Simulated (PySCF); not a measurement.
Species: C5H3NOS.
Numbering: `[N:1]#[C:2][S:3][c:4]1[cH:5][cH:6][o:7][cH:8]1`

Geometry (GFN2-xTB, Å), atoms numbered from 1 in this order:
```
atom  x, y, z in Å
N1     3.3691    0.6851    1.0039
C2     2.6980    0.5263    0.0886
S3     1.7287    0.2926   -1.2615
C4     0.1949    0.0458   -0.4200
C5    -0.9797   -0.4770   -1.0224
C6    -1.9123   -0.4873   -0.0335
O7    -1.4000   -0.0155    1.1124
C8    -0.1221    0.3139    0.8810
H9    -1.0915   -0.7917   -2.0384
H10   -2.9376   -0.7988   -0.0262
H11    0.4580    0.7093    1.6901
```

NICS = −σ at a ghost point: NICS(0) at the centroid of the ring atoms, NICS(1) 1 Å to either side along the normal of their mean plane, zz for the tensor component along that normal. Level: GIAO PBE0/pcSseg-1 (PySCF, non-relativistic, gas phase) on the GFN2-xTB geometry, one conformer.

Ring bond lengths (Å), with Mayer bond orders in brackets: C4–C5 1.420 (1.24), C5–C6 1.359 (1.61), C6–O7 1.341 (1.09), O7–C8 1.340 (1.08), C8–C4 1.366 (1.54).

Question: What do the NICS probes read (ppm)?

Answer: 
```json
{"ring": "C4–C5–C6–O7–C8", "type": "5-membered ring with O; formal bonds all aromatic", "NICS(0)": "-12.0", "NICS(1), two faces": "-9.9 / -10.1", "NICS(1)zz, two faces": "-25.5 / -25.8", "rms pucker (Å)": "0.00", "centre to ring atoms, mean (Å)": "1.16"}
```

Question: What do they say, and how far can they be read as aromaticity?

Answer: 
- C4–C5–C6–O7–C8: mean NICS(1)zz -25.6 ppm, shielded. The ring is flat and has no four-coordinate atom; by the NICS criterion it is aromatic.

Question: How equal are the bonds by HOMA? HOMA = 1 − mean of α(R − Ropt)² over the ring bonds, with Krygowski's 1993 parameters (CC: Ropt 1.388 Å, α 257.7 Å⁻²; CO: Ropt 1.265 Å, α 157.38 Å⁻²).

Answer: 
- C4–C5–C6–O7–C8: HOMA 0.52; the largest term is that of C6–O7, α(R − Ropt)² = 0.91.

Question: At the first NICS(1) probe listed for ring C4–C5–C6–O7–C8, 1 Å off the ring, how large is the induced field along the normal in 14.1 T applied along it?

Answer: NICSzz × B0 = -25.5 ppm × 14.1 T = -360 μT, against the applied field.

Question: What are the shieldings of the ring atoms and their hydrogens in the same run (means over atoms taken as equivalent)?

Answer: 
```json
{"atoms": "C4", "environment": "substituted aromatic carbon", "σ isotropic (ppm)": "67.9"}
{"atoms": "C5", "environment": "aromatic CH carbon", "σ isotropic (ppm)": "70.8"}
{"atoms": "C6", "environment": "aromatic CH next to a ring oxygen", "σ isotropic (ppm)": "37.2"}
{"atoms": "O7", "environment": "furan-type oxygen", "σ isotropic (ppm)": "28.7"}
{"atoms": "C8", "environment": "aromatic CH next to a ring oxygen", "σ isotropic (ppm)": "41.0"}
{"atoms": "H9", "environment": "aromatic hydrogen", "σ isotropic (ppm)": "25.16"}
{"atoms": "H10", "environment": "aromatic hydrogen", "σ isotropic (ppm)": "24.10"}
{"atoms": "H11", "environment": "aromatic hydrogen", "σ isotropic (ppm)": "23.96"}
```
